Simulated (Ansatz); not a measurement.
`C=NB(F)Cl` at its PBE0-D4/def2-TZVP geometry, where that method's forces vanish. Total charge 0; spin multiplicity 1.

```json
{"atom": "C1", "x (Å)": "-1.1003", "y (Å)": "-0.6806", "z (Å)": "0.2783"}
{"atom": "N2", "x (Å)": "-0.0812", "y (Å)": "0.0237", "z (Å)": "0.3844"}
{"atom": "B3", "x (Å)": "1.0698", "y (Å)": "0.5666", "z (Å)": "-0.1603"}
{"atom": "F4", "x (Å)": "2.2474", "y (Å)": "-0.0169", "z (Å)": "0.0154"}
{"atom": "Cl5", "x (Å)": "1.0151", "y (Å)": "2.1173", "z (Å)": "-0.9929"}
{"atom": "H6", "x (Å)": "-1.8002", "y (Å)": "-0.7819", "z (Å)": "1.1135"}
{"atom": "H7", "x (Å)": "-1.3507", "y (Å)": "-1.2282", "z (Å)": "-0.6383"}
```

**Question.** For each bond, give half the difference of the two atoms' forces along it (eV/Å; positive pushes the atoms apart) under PBE-D4, r2SCAN-D4, B3LYP-D4, ωB97M-V in def2-TZVPP. (Estimate.)

**Answer.** The calculation gave: 
```csv
bond,length (Å),PBE-D4,r2SCAN-D4,B3LYP-D4,ωB97M-V
C1–N2,1.243,0.55,0.24,0.16,0.10
C1–H6,1.094,-0.04,-0.07,-0.09,-0.12
C1–H7,1.097,-0.01,-0.06,-0.08,-0.13
N2–B3,1.384,-0.23,-0.09,-0.12,0.05
B3–F4,1.326,0.49,0.12,0.17,0.14
B3–Cl5,1.761,0.03,0.04,0.15,0.03
```

B3LYP here is the variant with VWN-RPA as its local correlation; programs differ in this.

Computed with Ansatz.
